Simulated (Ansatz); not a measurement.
Cost and result for the atomization energy of C2H5NOSSi (`O[SiH2]N1C=C1S`) (11 atoms, 11 bonds).

Z-matrix (Å, degrees):
```
Si
N 1 1.747
O 1 1.650 2 116.0
H 1 1.488 2 105.6 3 123.4
H 1 1.479 2 107.2 3 -117.5
C 2 1.491 1 121.2 3 -36.3
C 2 1.513 1 121.5 3 23.4
H 3 0.958 1 117.7 2 72.4
S 6 1.695 2 138.0 1 -64.9
H 7 1.072 2 138.5 1 66.7
H 9 1.348 6 95.4 2 -35.6
```

Total charge 0; spin multiplicity 1. The structure was optimised at the PBE0-D4/def2-TZVP level. It is one conformer, not always the lowest. Program: Ansatz. All runs use 4 threads of an Arm Neoverse V2 on a shared host. Times are those of one run each, without the atoms' runs, and a repeat can differ threefold. Electronic energies, without spin–orbit coupling; frozen cores. CCSD(T)/CBS adds CCSD(T) − MP2 in def2-TZVPP to the MP2 limit, and its time is that of the two runs behind it. T1 = 0.013; the RHF reference is unstable towards UHF. B3LYP takes the VWN-RPA correlation (the form of Gaussian; ORCA's B3LYP/G).

CCSD(T)/CBS is a level of theory with its own doubt, some kJ/mol a heavy atom from the limit and from the frozen cores, so smaller differences don't rank the functionals.

```tsv
level	functions	wall time	atomization (kJ/mol)	difference from CCSD(T)/CBS	per bond
PBE-D4/def2-TZVPP (with forces)	278	3.4 s	4135.6	139.3	12.7
PBE0-D4/def2-TZVPP	278	4.4 s	4009.6	13.3	1.2
r2SCAN-D4/def2-TZVPP (with forces)	278	7 s	4006.9	10.6	1.0
B3LYP-D4/def2-TZVPP (with forces)	278	7 s	3994.1	-2.2	-0.2
B2PLYP/def2-TZVPP	278	9 s	3943.8	-52.5	-4.8
ωB97X-V/def2-TZVPP	278	11 s	4016.4	20.1	1.8
ωB97M-V/def2-TZVPP (with forces)	278	16 s	4018.6	22.3	2.0
MP2/def2-QZVPP	518	29 s	4054.5	58.2	5.3
CCSD(T)/def2-TZVPP	278	4 min	3854.1	-142.2	-12.9
CCSD(T)/CBS(def2)	–	4.5 min	3996.3	0.0	0.0
```

From PBE to PBE0 (25 % exact exchange), in def2-TZVPP and without D4, the atomization energy moves by −121.6 kJ/mol: exact exchange takes away binding that semilocal exchange gives to molecules. The D4 term adds +47.3 kJ/mol with B3LYP and +25.1 kJ/mol with PBE0; it sums over pairs of atoms, weighted by their polarisabilities, and B3LYP, whose exchange is more repulsive, gets the larger term. In def2-TZVPP, CCSD(T) changes the Hartree–Fock value by +1230.9 kJ/mol (the triples alone add +93.1 kJ/mol) and MP2 by +1346.3 kJ/mol; breaking electron pairs costs correlation energy, which Hartree–Fock lacks.
